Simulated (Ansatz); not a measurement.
Stepwise reaction of `N[SiH](N)S` with hydrogen fluoride, as a gas-phase model of exchange steps in deposition or etching. ΔE in kJ/mol; ΔG adds harmonic PBE0-D4 terms to CCSD(T)/CBS, at 1 bar.

Program: Ansatz. Geometries: PBE0-D4/def2-TZVP. ΔE: electronic, gas phase. CCSD(T)/CBS is the MP2 limit (def2-TZVPP, def2-QZVPP) plus CCSD(T) − MP2 in def2-TZVPP, frozen cores. This one scheme is used for every species. Functionals use def2-TZVPP. B3LYP here is the variant with VWN-RPA as its local correlation; programs differ in this. Each species was taken in one conformer, which may not be the lowest.

| step | reaction | PBE-D4 | B3LYP-D4 | ωB97M-V | CCSD(T)/CBS | ΔG(400 K) |
| --- | --- | --- | --- | --- | --- | --- |
| 1 | `N[SiH](N)S` + H–F → `N[SiH](F)S` + NH₃ | -85.2 | -91.0 | -91.0 | -86.3 | -86.0 |

Problem. Give the row of step 2, `N[SiH](F)S` + H–F → `F[SiH](F)S` + NH₃. (Estimate.)

Solution. Ansatz gave: 
```csv
step,reaction,PBE-D4,B3LYP-D4,ωB97M-V,CCSD(T)/CBS,ΔG(400 K)
2,`N[SiH](F)S` + H–F → `F[SiH](F)S` + NH₃,-71.7,-76.9,-76.4,-74.2,-74.6
```

Problem. By hand: ΔE of the 2 steps together at CCSD(T)/CBS.

Solution. (-86.3) + (-74.2) = -160.5 kJ/mol, or -80.2 kJ/mol a step.

In ΔE each step is higher than the one before. All are downhill at CCSD(T)/CBS. ΔG lies between -86.0 and -74.6 kJ/mol a step. PBE-D4 differs from CCSD(T)/CBS by 1.1 to 2.5 kJ/mol a step. Isolated molecules leave out the surface, adducts and barriers. Largest T1 diagnostic: 0.012.
